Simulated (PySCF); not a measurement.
`CC=C=C(C)C(F)(F)F`, C$_{6}$H$_{7}$F$_{3}$

Geometry:
```tsv
atom	x (Å)	y (Å)	z (Å)
C1	2.731	0.245	-0.230
C2	1.652	0.268	0.810
C3	0.380	0.066	0.583
C4	-0.897	-0.137	0.353
C5	-1.582	-1.472	0.408
C6	-1.776	1.036	0.010
F7	-1.112	2.186	-0.041
F8	-2.761	1.175	0.910
F9	-2.368	0.855	-1.180
H10	2.327	0.021	-1.226
H11	3.494	-0.510	0.017
H12	3.243	1.220	-0.273
H13	1.952	0.484	1.845
H14	-0.871	-2.263	0.677
H15	-2.032	-1.716	-0.567
H16	-2.394	-1.457	1.152
```

Method used: TDDFT CAM-B3LYP/aug-cc-pVDZ circular dichroism and optical rotation, one conformer, gas phase (PySCF 2.14.0). Geometry: PBE0-D3(BJ)/def2-SVP.

No stereocentre is labelled: unless the shape is locked (an allene, a helicene, a hindered biaryl), the mirror image is equally populated and a measured rotation or CD is zero.

Q: List the lowest 12 singlet excitations with oscillator and rotatory strengths.

A: Rotatory strengths R in 10⁻⁴⁰ esu² cm², velocity form and length form (origin at the centre of mass); f in length form.
```tsv
state	E (eV)	λ (nm)	f	R (velocity)	R (length)	main
1	5.72	217	6e-05	-0.7	-0.6	HOMO→LUMO+4 0.41, HOMO→LUMO 0.27
2	6.17	201	0.0001	-0.3	-0.3	HOMO−1→LUMO+5 0.40, HOMO−1→LUMO+6 0.16
3	6.85	181	0.021	+7.2	+7.4	HOMO→LUMO 0.37, HOMO−1→LUMO 0.24
4	6.86	181	0.086	-24.7	-25.1	HOMO−1→LUMO 0.56, HOMO→LUMO 0.20
5	7.18	173	0.012	+3.3	+3.3	HOMO−1→LUMO+1 0.30, HOMO−1→LUMO+4 0.29
6	7.44	167	0.256	-14.9	-14.7	HOMO→LUMO+2 0.66, HOMO−1→LUMO+1 0.09
7	7.48	166	0.610	+69.1	+70.5	HOMO→LUMO+2 0.19, HOMO−1→LUMO+1 0.19
8	7.62	163	0.018	+5.9	+5.5	HOMO→LUMO+1 0.34, HOMO−1→LUMO+2 0.31
9	7.68	162	0.147	-16.0	-16.0	HOMO−1→LUMO+2 0.43, HOMO→LUMO+3 0.15
10	7.80	159	0.047	+16.5	+16.5	HOMO→LUMO+3 0.49, HOMO→LUMO+5 0.16
11	7.87	157	0.161	-24.6	-25.3	HOMO−1→LUMO+4 0.25, HOMO−1→LUMO+6 0.19
12	7.93	156	0.035	-2.0	-2.1	HOMO−1→LUMO+3 0.69
```

Among the states computed, the strongest CD band (largest |R|) is state 7. The largest dissymmetry factor in size, g = 4R/(D+G), with D and G the electric and magnetic dipole strengths, is -0.091 for state 1 (velocity form, f = 6e-05), among bands with |R| over 0.5. The mirror image has the same energies and oscillator strengths and all R with the opposite sign.
